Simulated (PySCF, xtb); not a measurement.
BH2O2, SMILES O[B]O, multiplicity 2. The values are those of a single conformer.

Harmonic wavenumbers (cm⁻¹) from GFN2-xTB (xtb 6.7.1) at its own minimum, in rising order: 428, 469, 579, 848, 930, 1152, 1263, 3324, 3340.

### Question
What does r2SCAN-D4/def2-TZVP in PySCF 2.14.0 give at its own minimum? (The exact figures need the calculation; the answer reports its results.)

### Answer
381, 469, 559, 888, 965, 1178, 1444, 3647, 3651. Paired by order, the mean absolute difference is 109 cm⁻¹ and the zero-point energies are 17.6 and 18.8 kcal/mol.
